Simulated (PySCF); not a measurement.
## TaO₂(OH), singlet: structure and spectrum

These are results of PBE in PySCF with Ta def2-SVP with ECP60, O def2-SVP, H def2-SVP; scalar-relativistic core potentials, no spin–orbit coupling; density-fitted integrals, not measurements.

The structure is a minimum.

```xyz
5
charge 0 multiplicity 1, angstrom
Ta    0.0324   -0.1499   -0.0049
O     0.0846    0.4294    1.6508
O     1.3172    0.7220   -0.8266
O    -1.6236    0.4891   -0.7498
H    -2.2347    1.1649   -0.4100
```

* Point group: C1
* Bond lengths: O–H 0.972 Å, Ta–O 1.756 Å (×2), Ta–O 1.925 Å
* Bond angles: H–O–Ta 129.5°, O–Ta–O 104.8°, O–Ta–O 106.4° (×2)
* Principal polarisabilities: 31.7, 45.3, 48.9 bohr³
* Dipole moment: 5.06 D
* Rotational symmetry number: 1
* Enthalpy at 298.15 K above 0 K: 16.38 kJ/mol
* Atomisation energy without zero-point energy: 2512 kJ/mol
* Heat capacity Cp at 298.15 K: 75.1 J/(mol K)
* Zero-point energy: 46.8 kJ/mol
* Highest occupied level: -6.15 eV
* Lowest empty level: -4.12 eV
* Rotational constants: 0.2051, 0.1731, 0.1209 cm⁻¹
* Entropy at 298.15 K and 1 bar: 320.2 J/(mol K)
* Principal quadrupole moments (Buckingham, traceless) about the centre of mass: -10.33, -4.50, 14.83 D Å

Harmonic modes (masses in u: Ta 180.948, O 15.995, H 1.008):
```
symmetry  ω (cm⁻¹)  IR (km/mol)  μ (u)
       a       145          106   1.14
       a       208         30.2   6.11
       a       248         13.6  15.41
       a       337         15.5   9.47
       a       561          181   1.48
       a       695         34.4   3.94
       a       894          153  17.66
       a       948         37.0  16.85
       a      3788          201   1.07
```

Charges (e):
```
atom  Mulliken  Löwdin  polar tensor  Mayer order to Ta1
 Ta1      0.81    0.26          1.75                   –
  O2     -0.32   -0.14         -0.66                2.27
  O3     -0.33   -0.14         -0.66                2.24
  O4     -0.39   -0.11         -0.78                1.24
  H5      0.23    0.12          0.35                0.04
```
Other Mayer orders above 0.3: O–H 0.92.

Mulliken populations on Ta1 (electrons outside its core potential): s 2.38, p 6.34, d 3.29, f 0.18.

This need not be the most stable arrangement of these atoms. No spin–orbit coupling is included, which matters more the heavier the element.

The final relaxation and frequency run took 2.3 min on 2 threads of a shared Arm Neoverse N1 host, with 79 basis functions and 28 gradients; the process peaked at 1 GiB. Launch command: `OMP_NUM_THREADS=2 python axn.py task.json out`.
